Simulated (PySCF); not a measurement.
Isomers of C3H8Cl2OSi2, one GFN2-xTB conformer each. Single-point energies are computed at PBE0/pcSseg-1 (PySCF, gas phase, no added dispersion term), electronic only.

| SMILES | GFN2-xTB relative energy (kcal/mol) |
| --- | --- |
| CO[SiH2]/C=C(\Cl)[SiH2]Cl | 27.5 |
| C=CO[Si@@H](Cl)[SiH2]CCl | 36.9 |
| C=CO[SiH2][Si@H](Cl)CCl | 34.9 |
| C=CO[Si@H](Cl)C[SiH2]Cl | 0.0 |

Conformers: `[CH3:1][O:2][SiH2:3]/[CH:4]=[C:5](\[Cl:6])[SiH2:7][Cl:8]` with C1–O2–Si3–C4 180°, O2–Si3–C4–C5 178°, C4–C5–Si7–Cl8 108°; `[CH2:1]=[CH:2][O:3][Si@@H:4]([Cl:5])[SiH2:6][CH2:7][Cl:8]` with C1–C2–O3–Si4 -179°, C2–O3–Si4–Cl5 60°, O3–Si4–Si6–C7 62°, Si4–Si6–C7–Cl8 57°; `[CH2:1]=[CH:2][O:3][SiH2:4][Si@H:5]([Cl:6])[CH2:7][Cl:8]` with C1–C2–O3–Si4 170°, C2–O3–Si4–Si5 176°, O3–Si4–Si5–Cl6 -73°, Si4–Si5–C7–Cl8 -58°; `[CH2:1]=[CH:2][O:3][Si@H:4]([Cl:5])[CH2:6][SiH2:7][Cl:8]` with C1–C2–O3–Si4 -165°, C2–O3–Si4–Cl5 -37°, O3–Si4–C6–Si7 -31°, Si4–C6–Si7–Cl8 -171°.

Question: What does PBE0/pcSseg-1 give for the same structures?

Answer: 
```csv
SMILES,PBE0/pcSseg-1 E (Eh),PBE0/pcSseg-1 (kcal/mol),GFN2-xTB (kcal/mol),point group
C=CO[Si@H](Cl)C[SiH2]Cl,-1693.01762,0.0,0.0,C1
C=CO[Si@@H](Cl)[SiH2]CCl,-1692.94675,44.5,36.9,C1
CO[SiH2]/C=C(\Cl)[SiH2]Cl,-1692.93968,48.9,27.5,C1
C=CO[SiH2][Si@H](Cl)CCl,-1692.93940,49.1,34.9,C1
```

Both levels put the same isomer lowest; measured from each level's own lowest isomer, the values differ by up to 21.4 kcal/mol (CO[SiH2]/C=C(\Cl)[SiH2]Cl: 27.5 against 48.9). As drawn, the highest has an Si–Si bond, which the lowest lacks. Neighbours under 2.5 kcal/mol apart (CO[SiH2]/C=C(\Cl)[SiH2]Cl and C=CO[SiH2][Si@H](Cl)CCl) can change places with a better method, another conformer or zero-point energy.

Question: Which frontier levels, dipoles and rotational constants go with these structures?

Answer: 
```
                   SMILES  HOMO (eV, PBE0/pcSseg-1)  LUMO (eV)  dipole (D)       A, B, C (MHz)
  C=CO[Si@H](Cl)C[SiH2]Cl                     -7.29       0.15        1.50  1401, 487.7, 375.3
 C=CO[Si@@H](Cl)[SiH2]CCl                     -7.26      -0.67        1.32  1143, 594.5, 456.5
CO[SiH2]/C=C(\Cl)[SiH2]Cl                     -7.86      -1.32        2.40  2074, 396.5, 361.4
  C=CO[SiH2][Si@H](Cl)CCl                     -7.11      -0.91        1.06  1244, 530.3, 396.5
```
